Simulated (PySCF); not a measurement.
How methods differ on the ionisation energy of W⁺

W⁺ [Xe] 4f14 5d4 6s1 (6D) → W²⁺ [Xe] 4f14 5d4 (5D), as a difference of total energies. Calculation: PySCF 2.14, in aug-cc-pVDZ-PP with ECP60MDF (5s5p4d2f, 54 functions); scalar relativity through the core potential. Correlated levels: valence: 5s2 5p6 frozen. The calculations carry no spin-orbit coupling.

| method | ionisation energy (eV) |
| --- | --- |
| UHF | 14.979 |
| MP2 (valence) | 15.422 |
| SCS-MP2 (valence) | 15.127 |
| CCSD (valence) | 15.499 |
| CCSD(T) (valence) | 15.508 |

How much does correlation contribute at CCSD(T) (valence)?

15.508 − (14.979) = 0.529 eV, measured against UHF.

The reference lies between the lowest fine-structure levels, while these numbers refer to the centres of the terms.

Errors of the correlated levels include the incompleteness of this basis and the frozen core.

For comparison: 16.37 ± 0.15 eV (semi-empirical (NIST evaluation); NIST Atomic Spectra Database, ionization energies).
